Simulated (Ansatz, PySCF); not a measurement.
Pair of molecules: C2H2 (SMILES C#C) (first 4 atoms) with CH5N (SMILES CN); geometry from B3LYP-D3(BJ)/def2-TZVP.
(charge 0, multiplicity 1):
```xyz
11

C      0.25606    -0.65224     0.03552
C     -0.09763     0.42389     0.42230
H      0.56814    -1.60838    -0.30811
H     -0.41640     1.37658     0.76903
C     -0.58783     0.45400     4.03448
N      0.59407    -0.36439     3.77900
H     -0.73007     0.56307     5.11107
H     -1.46857    -0.05505     3.64012
H     -0.56157     1.46393     3.59834
H      1.42876     0.08939     4.12969
H      0.72047    -0.49668     2.78267
```

Interaction energies are E(AB) − E(A) − E(B) at the monomers' geometry in the complex; basis-set methods are counterpoise corrected. Rows marked so take none.

Rows in 3-21G carry no dispersion term and start afresh at each structure.

The values were computed with Ansatz (Gaussian orbitals); PySCF for 3-21G rows. Values without a source in brackets are computed.

### Question
Give the interaction energy at the level HF/3-21G (no counterpoise).

### Answer
-4 kJ/mol

Ansatz is a quantum-chemistry and plane-wave program.
